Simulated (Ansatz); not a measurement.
Bi(I)3 anion (BiI₃), SMILES [I][Bi]([I])[I] (connectivity only; charge and spin as stated), charge -1, multiplicity 2. Atoms are numbered in the order given.

```xyz
4

Bi     0.0188    -0.0017     0.0036
I      0.5259    -2.9610    -0.0047
I      2.3279     1.9163    -0.0324
I     -2.7963     1.0409     0.0511
```
Charge -1, spin multiplicity 2.

The structure is a stationary point at PBE0-D3(BJ)/def2-SVPD. The spin state was assumed, not searched. The isomer is the one that the SMILES or the coordinates give; other isomers of the formula were not compared. The def2 effective core potentials stand for the cores of Bi, I; spin–orbit coupling is left out.

Two levels are set side by side: PBE-D3(BJ)/def2-SVPD (Ansatz, a program for electronic structure) and PBE0-D3(BJ)/def2-SVPD (Ansatz). Each level has its own optimised geometry; the coordinates shown are those of the second. Differences are taken from unrounded values.

```
quantity              PBE0-D3(BJ)  PBE-D3(BJ)  PBE-D3(BJ) minus PBE0-D3(BJ)
--------------------  -----------  ----------  ----------------------------
mean bond length (Å)        3.002       3.024                         0.022
bond Bi1–I2 (Å)             3.002       3.024                         0.022
bond Bi1–I3 (Å)             3.002       3.024                         0.022
bond Bi1–I4 (Å)             3.002       3.024                         0.022
```

GGA bonds tend to be longer and softer than those of functionals with exact exchange. Differences between two approximate levels are no errors against the true value.
